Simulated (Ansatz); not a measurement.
Stepwise reaction of `CB(C)[SeH]` with hydrogen chloride, as a gas-phase model of exchange steps in deposition or etching. ΔE in kJ/mol; ΔG adds harmonic PBE0-D4 terms to CCSD(T)/CBS, at 1 bar.

Program: Ansatz. Geometries: PBE0-D4/def2-TZVP. ΔE: electronic, gas phase. CBS: MP2 limit from def2 TZ/QZ plus the TZ coupled-cluster correction, frozen cores. This one scheme is used for every species. DFT in def2-TZVPP. B3LYP here is the variant with VWN-RPA as its local correlation; programs differ in this. For Se outer-core shells are correlated without core-valence functions, which leaves a few kJ/mol of doubt a bond. Scalar relativity is left out up to krypton. One conformer a species, not always the lowest.

| step | reaction | PBE-D4 | B3LYP-D4 | ωB97M-V | CCSD(T)/CBS | ΔG(600 K) |
| --- | --- | --- | --- | --- | --- | --- |
| 1 | `CB(C)[SeH]` + HCl → `CB(Cl)[SeH]` + CH₄ | -89.2 | -89.3 | -87.3 | -85.9 | -73.6 |

Problem. Give the row of step 2, `CB(Cl)[SeH]` + HCl → `ClB(Cl)[SeH]` + CH₄. (Best estimate.)

Solution. Computed: 
```tsv
step	reaction	PBE-D4	B3LYP-D4	ωB97M-V	CCSD(T)/CBS	ΔG(600 K)
2	`CB(Cl)[SeH]` + HCl → `ClB(Cl)[SeH]` + CH₄	-75.1	-74.2	-71.5	-70.0	-56.5
```

Problem. By hand: ΔE of the 2 steps together at CCSD(T)/CBS.

Solution. (-85.9) + (-70.0) = -155.9 kJ/mol, or -78.0 kJ/mol a step.

In ΔE each step is higher than the one before. All are downhill at CCSD(T)/CBS. ΔG lies between -73.6 and -56.5 kJ/mol a step. PBE-D4 differs from CCSD(T)/CBS by -5.1 to -3.3 kJ/mol a step. Isolated molecules leave out the surface, adducts and barriers. Largest T1 diagnostic: 0.011.
